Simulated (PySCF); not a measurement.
C₃H₇ClOSi, SMILES O=CCC[SiH2]Cl.

Geometry: PBE0-D3(BJ)/def2-SVP. This is a generated structure with no PubChem entry under its InChIKey; it may be hypothetical. One conformer was computed; it need not be the lowest.

Calculation: PBE0/def2-TZVP (PySCF).

Gas-phase values at a fixed geometry.

Q: Estimate the frontier levels, gap, dipole moment and polarisability. (Estimate from the structure and the level; the computed values follow.)

A: 
| Property | Value |
|---|---|
| highest occupied level | -8.17 eV |
| lowest empty level | -1.32 eV |
| orbital gap | 6.85 eV |
| dipole moment | 4.50 D |
| quadrupole, principal values (traceless, Buckingham form, about the centre of nuclear charge) | -8.05, 1.34, 6.71 D·Å |
| mean static polarisability | 75.0 bohr³ (11.12 Å³) |
| polarisability, principal values | 59.4, 71.9, 93.9 bohr³ |
